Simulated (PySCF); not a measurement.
H7NO2Si2, SMILES N[Si](O)(O)[SiH3]. Atoms are numbered in the order given.

```xyz
12

N      1.3672     1.3981     0.0000
Si     0.4136    -0.0509     0.0000
O      0.7843    -0.8588    -1.4088
O      0.7843    -0.8588     1.4088
Si    -1.9126     0.1337     0.0000
H      1.3729     1.9837     0.8314
H      1.3729     1.9837    -0.8314
H      1.7221    -0.8844    -1.6398
H      1.7221    -0.8844     1.6398
H     -2.3631     0.8959    -1.2077
H     -2.5966    -1.1958     0.0000
H     -2.3631     0.8959     1.2077
```

Geometry optimised at r2SCAN-D4/def2-SVP. The structure was generated by enumeration, and PubChem lists no compound with its InChIKey, so it may never have been made. The values are those of a single conformer.

Two levels are set side by side: PBE/pcSseg-1 (PySCF) and HF/pcSseg-1 (PySCF). GIAO shifts against H2O (¹⁷O), NH3 (¹⁵N), TMS (²⁹Si), TMS (¹H) at the same level; non-relativistic, no solvent, atoms listed together averaged. Differences are taken from unrounded values.

| quantity | PBE |
|---|---|
| δ(¹⁵N) of N1 (ppm) | 49.5 |
| δ(²⁹Si) of Si2 (ppm) | -18.5 |
| δ(¹⁷O) of O3, O4 (ppm) | 88.0 |
| δ(²⁹Si) of Si5 (ppm) | -122.7 |
| δ(¹H) of H6, H7 (ppm) | 0.89 |
| δ(¹H) of H8, H9 (ppm) | 2.04 |

These are the PBE values. What does HF give? (Estimate from the structure and the level; the computed values follow.)


```
quantity                   HF  PBE minus HF
----------------------  -----  ------------
δ(¹⁵N) of N1 (ppm)       27.4          22.1
δ(²⁹Si) of Si2 (ppm)    -23.7           5.2
δ(¹⁷O) of O3, O4 (ppm)   54.4          33.6
δ(²⁹Si) of Si5 (ppm)    -98.9         -23.8
δ(¹H) of H6, H7 (ppm)    0.95         -0.06
δ(¹H) of H8, H9 (ppm)    2.35         -0.31
```

Rough cost on one machine, each run with all the roots and properties that it gave: HF against PBE within a factor of 2.
